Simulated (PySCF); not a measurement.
C₂H₅FN₂Si, SMILES [Si@H]1(N)[C@H](N=C1)F. Atoms are numbered in the order given.

```xyz
11

N      2.0122     0.5012     0.4040
Si     0.4095     0.8741    -0.0575
C     -1.0287     0.5084     1.1229
N     -1.5576    -0.4414     0.4322
C     -0.7138    -0.5274    -0.7688
F     -0.1337    -1.7652    -0.8656
H      2.2808    -0.3994     0.7804
H      2.8046     1.0769     0.1535
H      0.4712     2.2145    -0.7180
H     -1.4842     0.8231     2.0740
H     -1.3291    -0.3699    -1.6728
```

Coordinates come from a PBE0-D3(BJ)/def2-SVP optimisation. The structure was generated by enumeration; whether it is a known compound was not checked. One conformer was computed; it need not be the lowest.

These are PySCF with PBE0/pcSseg-1 values and carry that method's errors.

GIAO shieldings, no solvent; atoms alike by connectivity are averaged. δ = σ(ref) − σ: ¹⁵N against NH3 (σ = 267.4 ppm); ²⁹Si against TMS (σ = 352.7 ppm); ¹³C against TMS (σ = 186.3 ppm); ¹⁹F against CFCl3 (σ = 167.2 ppm); ¹H against TMS (σ = 31.56 ppm), references at their B3LYP-D3(BJ)/def2-TZVP geometries, non-relativistic.

Computed chemical shifts:
```csv
nucleus,atoms,count,δ (ppm)
¹⁵N,N4,1,529.2
¹⁵N,N1,1,25.5
²⁹Si,Si2,1,-5.3
¹³C,C3,1,210.7
¹³C,C5,1,120.1
¹⁹F,F6,1,-200.3
¹H,H10,1,9.41
¹H,H11,1,6.59
¹H,H9,1,5.96
¹H,"H7, H8",2,1.57
```
